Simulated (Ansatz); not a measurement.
```yaml
crystal:
  periodic: [false, false, false]
  atoms:
    - {symbol: Ge, position_ang: [-0.840631, 0.105814, -0.698538]}
    - {symbol: Si, position_ang: [-0.855697, -0.049510, 1.823111]}
    - {symbol: H, position_ang: [-0.251287, -1.335378, 2.311537]}
    - {symbol: H, position_ang: [-2.305206, -0.034237, 2.268831]}
    - {symbol: H, position_ang: [-0.118217, 1.224033, 2.279753]}
    - {symbol: Si, position_ang: [1.426840, 0.060603, -1.359210]}
    - {symbol: H, position_ang: [2.188999, -1.308923, -0.879275]}
    - {symbol: H, position_ang: [2.306549, 1.030892, -0.829293]}
    - {symbol: H, position_ang: [1.527123, -0.002437, -2.850671]}
    - {symbol: H, position_ang: [-1.433924, 1.333643, -1.064255]}
    - {symbol: H, position_ang: [-1.651831, -1.254311, -1.109799]}
basis:
  gaussian: {orbitals: 6-31G, nuclear_model: gaussian}
total_charge: -1
magnetization: {spin_polarized: true, initial_magnetization: 1}
hamiltonian: {xc: {name: r2SCAN0}, dispersion: d3bjatm}
scf: {omitted_lower_state_checks: [starts]}
```

```sh
$ ansatz run in.yaml --threads 4 --pin off --events-out ev --progress --plain --max-ram 3916MiB
```

It prints (some lines left out):

```
Functional definition: r2SCAN0
786 factors; integrals over basis functions are off by at most 5.7e-4 eV
mean field evaluation 1: about -72386.0403 eV, gradient 7.2e0 eV
mean field evaluation 2: about -72386.2293 eV, gradient 5.2e0 eV
mean field evaluation 4: about -72386.2976 eV, gradient 7.6e-1 eV
mean field evaluation 8: about -72386.4095 eV, gradient 1.5e-1 eV
mean field evaluation 16: about -72386.4128 eV, gradient 6.2e-3 eV
mean field evaluation 32: about -72386.4128 eV, gradient 2.3e-5 eV
a density is far from that of the atoms, so the factors are made again for it
848 factors; integrals over basis functions are off by at most 3.8e-4 eV
mean field -72386.41288104 eV, -2660.1516081053 hartree, gradient 1.2e-5 eV, S^2 0.756963; 0 other end points of the search recorded, 0 dependent functions left out
reference -72386.41289610 eV, -2660.1516086588 hartree; 35, 34 occupied and 36, 37 virtual orbitals, 848 factors
Total energy: -72386.49859387 eV, -2660.1547579936 hartree
Checks for a lower state left out: starts
```

It took 6.5 s on 4 threads of Arm Neoverse V2 on a shared host.

The 6-31G sets use Cartesian d functions. The highest occupied level of an anion often lies above zero with these methods, and sets without diffuse functions describe the outer electron poorly.
